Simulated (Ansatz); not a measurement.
Reaction (ligand exchange at the Si–Cl bond): `O[Si@H](Cl)C[Si@H](O)Cl` + H–F → `O[Si@H](Cl)C[Si@@H](O)F` + HCl

Computed with Ansatz on PBE0-D4/def2-TZVP structures; ΔE is electronic, products minus reactants. CCSD(T)/CBS is the MP2 limit (def2-TZVPP, def2-QZVPP) plus CCSD(T) − MP2 in def2-TZVPP, frozen cores. This one scheme is used for every species. Functionals use def2-TZVPP. B3LYP here is the variant with VWN-RPA as its local correlation; programs differ in this. Each species was taken in one conformer, which may not be the lowest.

```
             level  ΔE (kcal/mol)  difference from CCSD(T)/CBS
            PBE-D4           -9.0                          1.5
         r2SCAN-D4          -11.3                         -0.8
          B3LYP-D4          -11.3                         -0.8
            B2PLYP          -12.3                         -1.8
               PBE          -10.1                          0.4
            r2SCAN          -11.6                         -1.1
   CCSD/def2-TZVPP          -12.3                         -1.8
SCS-MP2/def2-QZVPP          -11.2                         -0.7
      HF/CBS(def2)          -15.6                         -5.1
    CCSD/CBS(def2)          -11.2                         -0.7
       CCSD(T)/CBS          -10.5                            0
```

Largest T1 diagnostic among the species: 0.011.

In def2-TZVPP, CCSD(T) changes the Hartree–Fock value by +3.6 kcal/mol (the triples alone add +0.8 kcal/mol) and MP2 by +5.2 kcal/mol. The D4 term adds +1.9 kcal/mol with B3LYP and +1.0 kcal/mol with PBE0; it sums over pairs of atoms, weighted by their polarisabilities, and B3LYP, whose exchange is more repulsive, gets the larger term.
